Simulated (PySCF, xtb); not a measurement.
N-dimethylsilylethanamine (C4H13NSi), SMILES CCN[SiH](C)C.

GFN2-xTB run with xtb 6.7.1 at its own geometry gives an orbital gap of 5.85 eV and a dipole moment of 0.96 D.

The structure is a stationary point at PBE0-D3(BJ)/def2-SVP. Other conformers were not sampled.

Question: What does PySCF with ωB97X/def2-TZVP give? (Estimate from the structure and the level; the computed values follow.)

Answer: gap 11.67 eV (levels -8.83 and 2.84 eV), dipole 0.78 D.
